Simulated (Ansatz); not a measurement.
`CNCN` and `CNC(N)[SiH3]` differ in one atom or group.

Ansatz, PBE0-D4/def2-TZVP geometries, multiplicity 1. Each molecule was computed in one conformer, which needn't be the lowest.

```json
{"property": "size of the dipole moment (ωB97M-V/def2-TZVPP) / D", "`CNCN`": "1.46"}
{"property": "size of the dipole moment (B3LYP/def2-TZVPP) / D", "`CNCN`": "1.43"}
{"property": "HOMO–LUMO gap (B3LYP/def2-TZVPP) / eV", "`CNCN`": "7.09"}
{"property": "HOMO energy (B3LYP/def2-TZVPP) / eV", "`CNCN`": "-6.34"}
{"property": "LUMO energy (PBE0/def2-TZVPP) / eV", "`CNCN`": "1.10"}
{"property": "HOMO energy (PBE/def2-TZVPP) / eV", "`CNCN`": "-5.12"}
```

(1) Give the same properties after the change, and the shifts. (Estimate.)

## Answers

(1) Computed: 
| property | `CNC(N)[SiH3]` | shift |
| --- | --- | --- |
| size of the dipole moment (ωB97M-V/def2-TZVPP) / D | 1.33 | -0.13 |
| size of the dipole moment (B3LYP/def2-TZVPP) / D | 1.35 | -0.08 |
| HOMO–LUMO gap (B3LYP/def2-TZVPP) / eV | 6.50 | -0.59 |
| HOMO energy (B3LYP/def2-TZVPP) / eV | -6.15 | 0.19 |
| LUMO energy (PBE0/def2-TZVPP) / eV | 0.60 | -0.50 |
| HOMO energy (PBE/def2-TZVPP) / eV | -5.04 | 0.08 |

With PBE0 the HOMO rises by 0.20 eV and the LUMO falls by 0.50 eV, so the gap narrows by about 0.70 eV. PBE moves the HOMO by 0.08 eV and ωB97M-V by 0.29 eV. Dipoles are sizes alone; their direction can turn.

B3LYP here is the variant with VWN-RPA as its local correlation; programs differ in this.
